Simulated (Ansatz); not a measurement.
```xyz
5

F    -0.9133    0.9022   -1.0052
Si   -0.0230    0.1663    0.0909
I     0.5190   -2.0631   -0.6837
H    -0.8108    0.0630    1.3355
H     1.2281    0.9315    0.2625
```

Total charge 0; spin multiplicity 1. I takes the def2 core potential.

List the PBE0/def2-TZVPP orbital energies in eV (Ansatz). (Estimate.)

The calculation gave: Occupied: -1804.62, -674.25, -187.98, -146.77, -133.88, -133.69, -133.68, -101.48, -101.44, -101.37, -53.00, -52.93, -52.91, -52.75, -52.75, -33.64, -19.89, -15.93, -13.23, -13.16, -12.87, -10.37, -9.70, -8.13, -7.96. Lowest empty: -0.54, -0.25, 1.20, 1.50, 3.40, 3.74, 4.08, 4.25.
